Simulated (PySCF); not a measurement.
GaI₃, SMILES [I][Ga]([I])[I].

Geometry optimised at PBE-D3(BJ)/def2-SVP. The isomer is the one that the SMILES or the coordinates give; other isomers of the formula were not compared. The def2 effective core potentials stand for the cores of I; spin–orbit coupling is left out.

Method: HF/def2-TZVP (PySCF).

Symmetry labels are those of the subgroup C2v that the program uses (full group D3h).

Q: List the valence orbital energies around the gap with their symmetry. (The exact figures need the calculation; the answer reports its results.)

A: 
```csv
orbital,symmetry,energy (eV)
HOMO−7,A1,-12.19
HOMO−6,B1,-12.19
HOMO−5,B2,-11.29
HOMO−4,A1,-10.60
HOMO−3,B1,-10.60
HOMO−2,B2,-10.57
HOMO−1,A2,-10.57
HOMO,B1,-10.26
LUMO,A1,0.54
LUMO+1,B2,0.74
LUMO+2,A1,3.43
LUMO+3,B1,3.43
```
